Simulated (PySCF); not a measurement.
## Dipole response of Os (osmium, neutral)

[Xe] 4f14 5d6 6s2, high-spin 5D determinant. All numbers are calculated (PySCF 2.14, a scalar-relativistic core potential, in aug-cc-pVQZ-PP with ECP60MDF). Coupled (time-dependent) response in atomic units; α is the mean over directions.

```csv
method,mean α (bohr³),"α xx, yy, zz",C₆ (like pair),S(−4)
UHF,76.93,"78.52, 78.52, 73.74",876.0,4032
PBE,55.63,"54.66, 54.66, 57.57",628.7,1188
```

S(−4) is the Cauchy moment in α(ω) = α(0) + S(−4) ω² + …

Reference α: 57 ± 3 bohr³ (recommended; Schwerdtfeger and Nagle, table of static dipole polarizabilities (2023 update)). Published C₆: 584.0 (Gould and Bucko (2016)).

Spin-orbit coupling is absent.

Hartree-Fock lies above the reference because it lacks correlation, which contracts the outer shell.

α(iu) at PBE:

```
u (hartree)  α(iu) (bohr³)
          0          55.63
     0.0500          52.88
      0.100          46.54
      0.200          33.30
      0.300          24.15
      0.500          14.54
      0.750          9.227
       1.00          6.529
       1.50          3.864
       2.00          2.580
       3.00          1.387
       5.00         0.5826
```

A single London oscillator, α(iu) = α/(1 + u²/ω²), gives C₆ = (3/4) ω α². Matching the computed C₆ needs ω = 4 × 628.7 / (3 × 55.63²) = 0.271 hartree.

The components differ because the open shell of this determinant is not spherical; for a pure term their mean is the scalar polarisability.

Energies and moments cover only the electrons outside the core potential. Spin-orbit coupling, absent here, splits the open shell strongly.
